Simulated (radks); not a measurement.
The numbers below are computed, except where a source is named.
Spherical jellium clusters: N electrons in a uniform positive sphere of charge N and radius rs N^(1/3), rs = 2.72 bohr. Level of theory: non-relativistic Kohn-Sham, PBE, spin-polarised, spherical densities (a radial shooting solver with Libxc functionals). Levels are named by radial order and angular momentum (1s, 1p, 1d, 2s, ...), and open shells are averaged over m.

N = 14, configuration 1s2 1p6 1d(up 5, down 0) 2s(up 1, down 0). This is the lowest configuration that the search found. Occupied and some empty levels:

| level | occupation | eigenvalue (eV) | <r> (bohr) |
|---|---|---|---|
| 1s up | 1 | -8.2151 | 4.210 |
| 1s down | 1 | -7.4652 | 4.107 |
| 1p up | 3 | -6.2301 | 5.149 |
| 1p down | 3 | -5.3750 | 4.984 |
| 1d up | 5 | -3.8851 | 5.915 |
| 2s up | 1 | -3.1680 | 5.466 |
| 1d down | 0 | -2.8806 | 5.861 |
| 2s down | 0 | -2.1257 | 6.011 |
| 1f up | 0 | -1.3587 | 6.901 |
| 2p up | 0 | -1.0101 | 8.475 |

Energy (eV): total -18.5371, kinetic 48.556, external -939.89, Hartree 454.36, exchange-correlation -69.705, background 488.14.

Electron density:

| r (bohr) | n(r) (e/bohr^3) |
|---|---|
| 0.223 | 0.01284 |
| 0.782 | 0.01264 |
| 1.34 | 0.01234 |
| 1.90 | 0.01216 |
| 2.46 | 0.01222 |
| 3.02 | 0.01244 |
| 3.58 | 0.01257 |
| 4.14 | 0.01226 |
| 4.70 | 0.01124 |
| 5.26 | 0.009470 |
| 5.82 | 0.007217 |
| 6.38 | 0.004934 |
| 6.94 | 0.003057 |
| 7.50 | 0.001759 |
| 8.05 | 0.0009667 |
| 8.61 | 0.0005180 |
| 9.17 | 0.0002744 |
| 9.73 | 0.0001451 |
| 10.3 | 0.00007691 |
| 10.8 | 0.00004069 |
